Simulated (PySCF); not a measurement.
Species: C3H12SSi3.
Numbering: `[CH3:1][Si:2]1([S:3][SiH3:4])[CH2:5][SiH2:6][CH2:7]1`

NICS = −σ at a ghost point: NICS(0) at the centroid of the ring atoms, NICS(1) 1 Å to either side along the normal of their mean plane, zz for the tensor component along that normal. Level: GIAO PBE0/pcSseg-1 (PySCF, non-relativistic, gas phase) on the GFN2-xTB geometry, one conformer.

Ring bond lengths (Å), with Mayer bond orders in brackets: Si2–C5 1.919 (0.90), C5–Si6 1.920 (0.91), Si6–C7 1.918 (0.91), C7–Si2 1.915 (0.92).

Question: What do the NICS probes read (ppm)?

Answer: 
```json
{"ring": "Si2–C5–Si6–C7", "type": "4-membered ring with 2 Si; formal bonds all single", "NICS(0)": "0.2", "NICS(1), two faces": "-0.9 / -1.3", "NICS(1)zz, two faces": "5.7 / 4.3", "rms pucker (Å)": "0.00", "centre to ring atoms, mean (Å)": "1.36"}
```

Question: What can be read from them?

Answer: 
- Si2–C5–Si6–C7: mean NICS(1)zz 5.0 ppm, deshielded. Si2, C5, Si6, C7 have four or more neighbours; no verdict on aromaticity is drawn.

Question: List the ring angles and the Hirshfeld charges of the ring atoms.

Answer: 
- Si2–C5–Si6–C7: Si2 88.6° (+0.377 e), C5 91.4° (-0.263 e), Si6 88.4° (+0.345 e), C7 91.6° (-0.259 e); sum 360.0° against 360° for a flat convex ring.

Shape of the structure used: `[CH3:1][Si:2]1([S:3][SiH3:4])[CH2:5][SiH2:6][CH2:7]1`: C1–Si2–S3–Si4 -63°.
